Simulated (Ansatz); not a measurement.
Ansatz (a first-principles code) input (B3LYP-D3(BJ)/def2-TZVP):

Ansatz 0.2 input:
```yaml
crystal:
  periodic: [false, false, false]
  atoms:
    - {symbol: I, position_ang: [2.35809821, -1.08879794, 0.45769637]}
    - {symbol: Si, position_ang: [-0.00000000, -0.00000000, 0.00000000]}
    - {symbol: I, position_ang: [-1.54003672, -1.73390852, -1.25596269]}
    - {symbol: I, position_ang: [-1.11866900, 0.67028309, 2.29235563]}
    - {symbol: I, position_ang: [0.30060750, 2.15242337, -1.49408931]}
basis:
  gaussian:
    orbitals: def2-TZVP
hamiltonian:
  xc: b3lyp
  dispersion: d3bj
total_charge: -1
magnetization: {spin_polarized: true, initial_magnetization: 1}
phonons: {temperatures: {t_min: 298.15, t_max: 298.15, t_step: 100}}
```

Output:

```
Functional definition: B3LYP
integrals: 0.25 GiB planned
1905 factors; their error is unknown
mean field: 3.23 GiB planned
mean field evaluation 1: about -40297.2316 eV, gradient 1.4e1 eV
mean field evaluation 2: about -40292.5115 eV, gradient 3.5e1 eV
mean field evaluation 4: about -40298.3323 eV, gradient 3.0e-1 eV
mean field evaluation 8: about -40299.2434 eV, gradient 5.2e-2 eV
mean field evaluation 16: about -40299.2435 eV, gradient 3.5e-5 eV
mean field -40299.24345435 eV, -1480.9698811392 hartree, gradient 3.5e-5 eV, S^2 0.752477; 0 other end points of the search recorded, 0 dependent functions left out
the calculation of the forces begins
reference -40299.24373492 eV, -1480.9698914500 hartree; 58, 57 occupied and 179, 180 virtual orbitals, 1905 factors
these checks for a lower state are left out or cut short: stability, starts, cluster_reference, orbital_swaps, neighbouring_geometries, increment
integrals: 0.25 GiB planned
1905 factors; their error is unknown
mean field: 3.23 GiB planned
mean field -40299.24335317 eV, -1480.9698774209 hartree, gradient 2.3e-6 eV, S^2 0.752475; 0 other end points of the search recorded, 0 dependent functions left out
the calculation of the forces begins
reference -40299.24363373 eV, -1480.9698877312 hartree; 58, 57 occupied and 179, 180 virtual orbitals, 1905 factors
these checks for a lower state are left out or cut short: stability, starts, cluster_reference, orbital_swaps, neighbouring_geometries, increment
integrals: 0.25 GiB planned
1905 factors; their error is unknown
mean field: 3.23 GiB planned
mean field evaluation 32: about -40299.2436 eV, gradient 2.3e-6 eV
mean field -40299.24355107 eV, -1480.9698846935 hartree, gradient 2.3e-6 eV, S^2 0.752478; 0 other end points of the search recorded, 0 dependent functions left out
the calculation of the forces begins
reference -40299.24383166 eV, -1480.9698950048 hartree; 58, 57 occupied and 179, 180 virtual orbitals, 1905 factors
these checks for a lower state are left out or cut short: stability, starts, cluster_reference, orbital_swaps, neighbouring_geometries, increment
integrals: 0.25 GiB planned
1905 factors; their error is unknown
mean field: 3.23 GiB planned
mean field -40299.24365394 eV, -1480.9698884737 hartree, gradient 8.4e-7 eV, S^2 0.752480; 0 other end points of the search recorded, 0 dependent functions left out
the calculation of the forces begins
reference -40299.24393454 eV, -1480.9698987857 hartree; 58, 57 occupied and 179, 180 virtual orbitals, 1905 factors
these checks for a lower state are left out or cut short: stability, starts, cluster_reference, orbital_swaps, neighbouring_geometries, increment
integrals: 0.25 GiB planned
1905 factors; their error is unknown
mean field: 3.23 GiB planned
mean field -40299.24324130 eV, -1480.9698733097 hartree, gradient 8.3e-7 eV, S^2 0.752473; 0 other end points of the search recorded, 0 dependent functions left out
the calculation of the forces begins
reference -40299.24352184 eV, -1480.9698836194 hartree; 58, 57 occupied and 179, 180 virtual orbitals, 1905 factors
these checks for a lower state are left out or cut short: stability, starts, cluster_reference, orbital_swaps, neighbouring_geometries, increment
integrals: 0.25 GiB planned
1905 factors; their error is unknown
mean field: 3.23 GiB planned
mean field -40299.24342935 eV, -1480.9698802205 hartree, gradient 3.0e-6 eV, S^2 0.752477; 0 other end points of the search recorded, 0 dependent functions left out
the calculation of the forces begins
reference -40299.24370993 eV, -1480.9698905313 hartree; 58, 57 occupied and 179, 180 virtual orbitals, 1905 factors
these checks for a lower state are left out or cut short: stability, starts, cluster_reference, orbital_swaps, neighbouring_geometries, increment
integrals: 0.25 GiB planned
1905 factors; their error is unknown
mean field: 3.23 GiB planned
mean field -40299.24342935 eV, -1480.9698802205 hartree, gradient 8.2e-7 eV, S^2 0.752477; 0 other end points of the search recorded, 0 dependent functions left out
the calculation of the forces begins
reference -40299.24370993 eV, -1480.9698905313 hartree; 58, 57 occupied and 179, 180 virtual orbitals, 1905 factors
these checks for a lower state are left out or cut short: stability, starts, cluster_reference, orbital_swaps, neighbouring_geometries, increment
integrals: 0.25 GiB planned
1905 factors; their error is unknown
mean field: 3.23 GiB planned
mean field evaluation 64: about -40299.2424 eV, gradient 7.9e-1 eV
mean field -40299.24314352 eV, -1480.9698697161 hartree, gradient 8.6e-7 eV, S^2 0.752472; 0 other end points of the search recorded, 0 dependent functions left out
the calculation of the forces begins
reference -40299.24342404 eV, -1480.9698800252 hartree; 58, 57 occupied and 179, 180 virtual orbitals, 1905 factors
these checks for a lower state are left out or cut short: stability, starts, cluster_reference, orbital_swaps, neighbouring_geometries, increment
integrals: 0.25 GiB planned
1905 factors; their error is unknown
mean field: 3.23 GiB planned
mean field -40299.24373906 eV, -1480.9698916021 hartree, gradient 8.7e-7 eV, S^2 0.752481; 0 other end points of the search recorded, 0 dependent functions left out
the calculation of the forces begins
reference -40299.24401968 eV, -1480.9699019146 hartree; 58, 57 occupied and 179, 180 virtual orbitals, 1905 factors
these checks for a lower state are left out or cut short: stability, starts, cluster_reference, orbital_swaps, neighbouring_geometries, increment
integrals: 0.25 GiB planned
1905 factors; their error is unknown
mean field: 3.23 GiB planned
mean field -40299.24339704 eV, -1480.9698790329 hartree, gradient 2.0e-6 eV, S^2 0.752476; 0 other end points of the search recorded, 0 dependent functions left out
the calculation of the forces begins
reference -40299.24367760 eV, -1480.9698893434 hartree; 58, 57 occupied and 179, 180 virtual orbitals, 1905 factors
these checks for a lower state are left out or cut short: stability, starts, cluster_reference, orbital_swaps, neighbouring_geometries, increment
integrals: 0.25 GiB planned
1905 factors; their error is unknown
mean field: 3.23 GiB planned
mean field -40299.24350903 eV, -1480.9698831486 hartree, gradient 2.0e-6 eV, S^2 0.752478; 0 other end points of the search recorded, 0 dependent functions left out
the calculation of the forces begins
reference -40299.24378961 eV, -1480.9698934598 hartree; 58, 57 occupied and 179, 180 virtual orbitals, 1905 factors
Total energy: -40299.93285213 eV, -1480.9952160404 hartree
Atom 0 at     2.358098    -1.088798     0.457696 Å, force     0.000002    -0.000001     0.000000 eV/Å
Atom 1 at     0.000000     0.000000     0.000000 Å, force     0.000000    -0.000000    -0.000000 eV/Å
Atom 2 at    -1.540037    -1.733909    -1.255963 Å, force    -0.000001    -0.000002    -0.000001 eV/Å
Atom 3 at    -1.118669     0.670283     2.292356 Å, force    -0.000001     0.000001     0.000003 eV/Å
Atom 4 at     0.300608     2.152423    -1.494089 Å, force     0.000000     0.000003    -0.000002 eV/Å
Dipole moment:     0.000000    -0.000001    -0.000000 e Å
Vibrations: 32.17 32.17 32.17 38.14 38.14 123.22 291.87 291.87 291.87 cm⁻¹, zero-point energy 0.072631 eV
```
